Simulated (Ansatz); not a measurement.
Computed with Ansatz.

H₈N₂Si₂ (`N[SiH2][SiH2]N`). The species carries charge 0 and has multiplicity 1. All single points use the PBE0-D4/def2-TZVP geometry. It is one conformer, not always the lowest.

```xyz
12

N     1.587    0.950   -0.165
Si    1.133   -0.703   -0.392
Si   -1.179   -0.737    0.033
N    -1.531    0.854    0.614
H     0.984    1.659   -0.553
H     2.555    1.224   -0.235
H     1.431   -1.282   -1.741
H     1.904   -1.525    0.582
H    -1.530   -1.861    0.958
H    -1.983   -0.959   -1.201
H    -0.892    1.261    1.280
H    -2.481    1.120    0.819
```

(1) What is the dipole moment at ωB97M-V/def2-TZVPP? (An estimate is asked.)

(2) And with PBE, r2SCAN, B3LYP? (Estimate.)

(3) Give the Mulliken charges with ωB97M-V, r2SCAN, PBE in def2-TZVPP. (An estimate is asked.)

Results:

(1) The calculation gave: 1.67 D, with components (0.05, 1.62, 0.40) D in this frame, pointing from negative to positive charge.

(2) The calculation gave: PBE 1.76 D, r2SCAN 1.76 D, B3LYP 1.64 D.

(3) The calculation gave: 
| atom | ωB97M-V | r2SCAN | PBE |
| --- | --- | --- | --- |
| N1 | -0.38 | -0.46 | -0.39 |
| Si2 | 0.25 | 0.35 | 0.26 |
| Si3 | 0.25 | 0.35 | 0.26 |
| N4 | -0.38 | -0.46 | -0.39 |
| H5 | 0.13 | 0.16 | 0.15 |
| H6 | 0.11 | 0.15 | 0.14 |
| H7 | -0.06 | -0.11 | -0.09 |
| H8 | -0.04 | -0.09 | -0.07 |
| H9 | -0.06 | -0.11 | -0.09 |
| H10 | -0.04 | -0.09 | -0.07 |
| H11 | 0.13 | 0.16 | 0.15 |
| H12 | 0.11 | 0.15 | 0.14 |

B3LYP here is the variant with VWN-RPA as its local correlation; programs differ in this.
